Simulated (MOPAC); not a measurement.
MOPAC input (PM6):

```
PM6 FORCE THERMO(298,298) PRECISE LET GEO-OK AUX(PRECISION=9) THREADS=1
O3W

W    -0.00975447 1   -0.01678852 1   -0.01321033 1
O     1.65677065 1   -0.10634805 1   -0.50754650 1
O    -0.36216285 1   -0.58590198 1    1.59355027 1
O    -0.88693521 1    1.39349789 1   -0.53420048 1
```

From the last part of the output:

```
     O    4   6.619083   0.423044   0.422995   6.933682

          HEAT OF FORMATION =     -93.933742 KCALS/MOLE

          ZERO POINT ENERGY       4.910 KCAL/MOL

           NORMAL COORDINATE ANALYSIS (Total motion = 1 Angstrom)

   Root No.       1         2         3         4         5         6

                 1 A1      1 E       1 E       2 E       2 E       2 A1

                 181.5     289.5     289.5     887.6     887.6     899.3

           1    0.0157   -0.0159   -0.0474   -0.0592   -0.0150   -0.0031
           2    0.0252   -0.0453    0.0183    0.0183   -0.0565   -0.0050
           3   -0.0723   -0.0193   -0.0039   -0.0065   -0.0230    0.0144
           4    0.0079   -0.0174   -0.0516    0.4688    0.1187    0.3281
           5   -0.1012    0.4305   -0.1082   -0.0007    0.0038   -0.0022
           6    0.2901    0.1187   -0.1313   -0.0011    0.0011    0.0064
           7   -0.0943    0.3322    0.2224    0.1501   -0.1510   -0.1461
           8   -0.0374    0.1215    0.1539   -0.3011    0.3155    0.2938
           9    0.2900    0.0561    0.1669    0.0015    0.0004    0.0064
          10   -0.0943   -0.1317    0.3737    0.0614    0.2046   -0.1461
          11   -0.1511   -0.0316   -0.2565    0.0909    0.3299   -0.2340
          12    0.2504    0.0466    0.0095    0.0741    0.2624   -0.1777

           MASS-WEIGHTED COORDINATE ANALYSIS (NORMAL COORDINATES)

   Root No.       1         2         3         4         5         6

                 1 A1      1 E       1 E       2 E       2 E       2 A1

                 181.5     289.5     289.5     887.6     887.6     899.3

           1    0.0897   -0.0896   -0.2641   -0.3208   -0.0739   -0.0186
           2    0.1437   -0.2486    0.1043    0.0930   -0.3042   -0.0297
           3   -0.4121   -0.1062   -0.0211   -0.0374   -0.1222    0.0853
           4    0.0132   -0.0288   -0.0849    0.7493    0.1728    0.5748
           5   -0.1702    0.6978   -0.1833   -0.0010    0.0061   -0.0039
           6    0.4879    0.1912   -0.2179   -0.0017    0.0018    0.0111
           7   -0.1587    0.5420    0.3627    0.2340   -0.2430   -0.2559
           8   -0.0628    0.1991    0.2523   -0.4692    0.5074    0.5147
           9    0.4879    0.0931    0.2745    0.0024    0.0006    0.0111
          10   -0.1587   -0.2094    0.6176    0.1040    0.3209   -0.2559
          11   -0.2542   -0.0544   -0.4224    0.1549    0.5177   -0.4100
          12    0.4211    0.0757    0.0151    0.1261    0.4119   -0.3114

          DESCRIPTION OF VIBRATIONS

 VIBRATION          1    1A1         ATOM PAIR     ENERGY CONTRIBUTION    RADIAL
 FREQUENCY           181.49         W 1 -- O 2         +33.3% ( 50.4%)      0.6%
 TRANSITION DIPOLE   1.9474         W 1 -- O 3         +33.3% ( 50.4%)      0.6%
 TRAVEL (Ang.)       0.1866         W 1 -- O 4         +33.3% ( 50.4%)      0.6%
 REDUCED MASS       10.6715
 EFFECTIVE MASS     38.5541
 FORCE CONSTANT      0.2071

 VIBRATION          3    1E          ATOM PAIR     ENERGY CONTRIBUTION    RADIAL
 FREQUENCY           289.45         W 1 -- O 4         +58.9% ( 71.8%)      0.1%
 TRANSITION DIPOLE   0.9152         W 1 -- O 3         +29.7% ( 51.0%)      4.0%
 TRAVEL (Ang.)       0.1760         W 1 -- O 2         +11.4% ( 31.5%)     20.9%
 REDUCED MASS        7.5231
 EFFECTIVE MASS     30.6672
 FORCE CONSTANT      0.3714

 VIBRATION          5    2E          ATOM PAIR     ENERGY CONTRIBUTION    RADIAL
 FREQUENCY           887.63         W 1 -- O 4         +59.9% ( 79.9%)     98.7%
 TRANSITION DIPOLE   4.3439         W 1 -- O 3         +35.6% ( 61.6%)     91.9%
 TRAVEL (Ang.)       0.0938         W 1 -- O 2          +4.5% ( 22.0%)     35.3%
 REDUCED MASS        8.6392
 EFFECTIVE MASS     25.8908
 FORCE CONSTANT      4.0104

 VIBRATION          6    2A1         ATOM PAIR     ENERGY CONTRIBUTION    RADIAL
 FREQUENCY           899.28         W 1 -- O 4         +33.3% ( 55.3%)     98.3%
 TRANSITION DIPOLE   0.6966         W 1 -- O 3         +33.3% ( 55.3%)     98.3%
 TRAVEL (Ang.)       0.1194         W 1 -- O 2         +33.3% ( 55.3%)     98.3%
 REDUCED MASS        5.2561
 EFFECTIVE MASS     16.6631
 FORCE CONSTANT      2.5044

      SYMMETRY NUMBER FOR POINT-GROUP C3v =  3

          SYSTEM IS A GROUND STATE

 O3W

          MOLECULE IS NOT LINEAR

          THERE ARE  6 GENUINE VIBRATIONS IN THIS SYSTEM
          THIS THERMODYNAMICS CALCULATION IS LIMITED TO
          MOLECULES WHICH HAVE NO INTERNAL ROTATIONS

                    CALCULATED THERMODYNAMIC PROPERTIES
                                          *
   TEMP. (K)   PARTITION FUNCTION   H.O.F.    ENTHALPY  HEAT CAPACITY ENTROPY
                                   KCAL/MOL   CAL/MOLE    CAL/K/MOL  CAL/K/MOL

 298.00  VIB.     0.3149D+01                  1018.4435     6.7844     5.6973
         ROT.     0.2237D+05                   888.2803     2.9808    22.8838
         INT.     0.7046D+05                  1906.7238     9.7652    28.5812
         TRA.     0.3413D+28                  1480.4672     4.9680    42.2224
         TOT.                      -93.934    3387.1910    14.7332    70.8035

   *: NOTE: HEATS OF FORMATION ARE RELATIVE TO THE
            ELEMENTS IN THEIR STANDARD STATE AT 298K
              (=  Standard Enthalpy of Formation).

            Hvib:  Zero-point energy is not included.
                   frequencies of less than zero cm-1 are not included.
            Hrot = (3/2)RT
            Htra = (3/2)RT + pV = (5/2)RT

            Heat capacity is Cp, not Cv

          For more information, see: HTTP://OpenMOPAC.net/Manual/thermochemistry.html

           FORCE CONSTANT IN CARTESIAN COORDINATES (Millidynes/A)

    ATOM   CHEMICAL       X               Y               Z
   NUMBER   SYMBOL  FORCE CONSTANT  FORCE CONSTANT  FORCE CONSTANT

      1       W       10.012848        9.446288        2.743194
      2       O        6.916633        0.420575        0.141445
      3       O        1.688487        5.648721        0.141445
      4       O        1.688380        3.613662        2.176611

 **********************
 *                    *
 * JOB ENDED NORMALLY *
 *                    *
 **********************

 == MOPAC DONE ==
```
